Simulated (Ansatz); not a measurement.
Relaxation of H2S2SeSn (6 atoms, charge 0, multiplicity 1), to a largest force component of 0.02 eV/Å in at most 50 steps.

All numbers below come from RKS r2SCAN-D4/def2-SVP in Ansatz.

```xyz
6
Properties=species:S:1:pos:R:3:forces:R:3
Se -0.442 1.418 -1.580 -1.57 0.31 0.38
Sn 0.344 0.153 0.431 0.34 -0.68 0.54
S -0.276 -2.183 0.280 0.02 0.04 0.10
S 1.844 -1.691 -0.183 -0.29 0.47 0.15
H -1.919 1.430 -1.050 1.55 0.00 -0.52
H 0.491 0.810 2.055 -0.06 -0.14 -0.66
```

Problem. Where does it end, and by what steps?

Solution. It converged. The force dipped under the threshold on the way, but the program's further checks kept it going. After 19 steps the energy has fallen by 0.218 eV; H5 moved furthest, 1.02 Å.

```json
{"step": "0", "energy less start (eV)": "0.0000", "largest force component (eV/Å)": "1.568", "accepted": "yes"}
{"step": "1", "energy less start (eV)": "-0.1441", "largest force component (eV/Å)": "0.563", "accepted": "yes"}
{"step": "2", "energy less start (eV)": "-0.1589", "largest force component (eV/Å)": "0.060", "accepted": "yes"}
{"step": "3", "energy less start (eV)": "-0.1608", "largest force component (eV/Å)": "0.032", "accepted": "yes"}
{"step": "4", "energy less start (eV)": "-0.1706", "largest force component (eV/Å)": "0.086", "accepted": "yes"}
{"step": "5", "energy less start (eV)": "-0.1729", "largest force component (eV/Å)": "0.044", "accepted": "yes"}
{"step": "6", "energy less start (eV)": "-0.1854", "largest force component (eV/Å)": "0.064", "accepted": "yes"}
{"step": "7", "energy less start (eV)": "-0.1896", "largest force component (eV/Å)": "0.161", "accepted": "yes"}
{"step": "8", "energy less start (eV)": "-0.2042", "largest force component (eV/Å)": "0.054", "accepted": "yes"}
{"step": "9", "energy less start (eV)": "-0.1931", "largest force component (eV/Å)": "0.517", "accepted": "no"}
{"step": "10", "energy less start (eV)": "-0.2093", "largest force component (eV/Å)": "0.052", "accepted": "yes"}
{"step": "11", "energy less start (eV)": "-0.2118", "largest force component (eV/Å)": "0.182", "accepted": "yes"}
{"step": "12", "energy less start (eV)": "-0.2161", "largest force component (eV/Å)": "0.066", "accepted": "yes"}
{"step": "13", "energy less start (eV)": "-0.2173", "largest force component (eV/Å)": "0.051", "accepted": "yes"}
{"step": "14", "energy less start (eV)": "-0.2172", "largest force component (eV/Å)": "0.069", "accepted": "no"}
{"step": "15", "energy less start (eV)": "-0.2175", "largest force component (eV/Å)": "0.005", "accepted": "yes"}
{"step": "16", "energy less start (eV)": "-0.2172", "largest force component (eV/Å)": "0.114", "accepted": "no"}
{"step": "17", "energy less start (eV)": "-0.2176", "largest force component (eV/Å)": "0.019", "accepted": "yes"}
{"step": "18", "energy less start (eV)": "-0.2177", "largest force component (eV/Å)": "0.064", "accepted": "yes"}
{"step": "19", "energy less start (eV)": "-0.2179", "largest force component (eV/Å)": "0.002", "accepted": "yes"}
```

```xyz
6
Properties=species:S:1:pos:R:3
Se -0.937 1.051 -1.645
Sn 0.140 -0.093 0.328
S 0.040 -2.493 0.413
S 2.006 -1.539 -0.116
H -1.298 2.204 -0.802
H 0.091 0.806 1.776
```

Whether the end is a true minimum wasn't checked by a vibrational analysis.

Run time: 2.1 min on 2 threads of Arm Neoverse V1, with other jobs on the host, peak memory 0.18 GiB.
